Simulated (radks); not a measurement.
Values are calculated unless marked as measured or tabulated.
Valence configurations of the thulium ion Tm+ (all share [Xe]). Code: a radial shooting solver on a logarithmic mesh with Libxc functionals. Model: scalar-relativistic Kohn-Sham, BLYP, spin-polarised, spherical densities, finite nucleus; open shells are filled with parallel spins first (spin-orbit coupling, left out, can overturn this in heavy ions); Fermi nuclear charge, rms radius 5.2256 fm. Energies are relative to 4f13 6s1; eigenvalues in eV for spin up.

valence           E (eV)  moment (Bohr magnetons)    e(4f)   e(5d)   e(6p)    e(6s)
4f13 6s1           0.000                        2   -9.932       -       -   -9.491
4f12 5d1 6s1       4.456                        4  -16.675  -8.372       -  -10.348
4f14               2.518                        0   -3.696       -       -        -
4f13 5d1           2.835                        2   -8.524  -5.904       -        -
4f12 6s2           3.308                        2  -18.912       -       -  -10.768
4f12 6s1 6p1       7.184                        4  -20.225       -  -7.394  -11.940
4f13 6s0.5 6p0.5   1.905                        2  -10.655       -  -6.070   -9.893
4f13 6p1           3.821                        2  -11.359       -  -6.418        -
4f12.5 6s1.5       0.852                        2  -14.189       -       -  -10.132
4f13.5 6s0.5       0.766                        1   -6.356       -       -   -8.645

NIST lists [Xe] 4f13 6s1 as the ground configuration; this level of theory agrees among the configurations tried. The energies are those of spherical high-spin densities, not of single terms.
